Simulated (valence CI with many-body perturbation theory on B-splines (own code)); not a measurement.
**Ir VII in three bases**

Computed by configuration interaction combined with many-body perturbation theory (CI+MBPT): three valence electrons over a frozen Dirac-Fock core [Xe] 4f14, a basis of 7 s, 7 p, 8 d, 6 f, 4 g, 1 h functions for each j, with the one-electron correlation potential Σ1 (screened to all orders), the two-electron term Σ2, the three-electron term Σ3, Breit, model QED; selected single and double excitations, second order for the rest, scaled by the run's own slope (own B-spline code, finite nucleus).

No measured levels were compared; by estimate terms of the open shell hold to 2 to 4 % of their energy, and close levels can change places; different configurations can be misplaced against each other by 1,000 to 8,000 cm⁻¹. Only levels of the ground parity were solved; by the run's estimate the other parity begins above the list, which can be wrong where configurations are misplaced.

The reference run has the lowest level 5d3 4F_3/2 and an ionisation energy of 89.4681 eV. Its largest variational space holds 8163 state functions.

Names give the largest LS component (configuration and term), which can be under half, so a name can repeat, a term be missing and a line seem to break the LS rules; names also repeat where a configuration has a term twice. Letters in brackets count levels of one name in rising energy.

Changed runs:
A. basis 6 s, 6 p, 5 d, 5 f, 1 g
B. basis 5 s, 5 p, 4 d, 4 f

Excitation energies of the reference run in cm⁻¹, and shifts in cm⁻¹:

| Level | Reference | A | B |
| --- | --- | --- | --- |
| 5d3 4F_5/2 | 8032 | -59 | -126 |
| 5d3 4F_7/2 | 14058 | -30 | -4.7 |
| 5d3 4P_3/2 | 17071 | +111 | +457 |
| 5d3 4F_9/2 | 17574 | +61 | +314 |
| 5d3 4P_1/2 | 19867 | +81 | +411 |
| 5d3 2G_7/2 | 27272 | +140 | +593 |
| 5d3 2H_9/2 | 28462 | +94 | +587 |
| 5d3 4P_5/2 | 29535 | +45 | +292 |
| 5d3 2D_3/2 [a] | 33432 | +126 | +443 |
| 5d3 2P_1/2 | 34890 | +161 | +678 |
| 5d3 2H_11/2 | 37595 | +207 | +1079 |
| 5d3 2D_5/2 [a] | 41068 | +217 | +714 |
| Ionisation energy (eV) | 89.4681 | -0.0353 | -0.0616 |
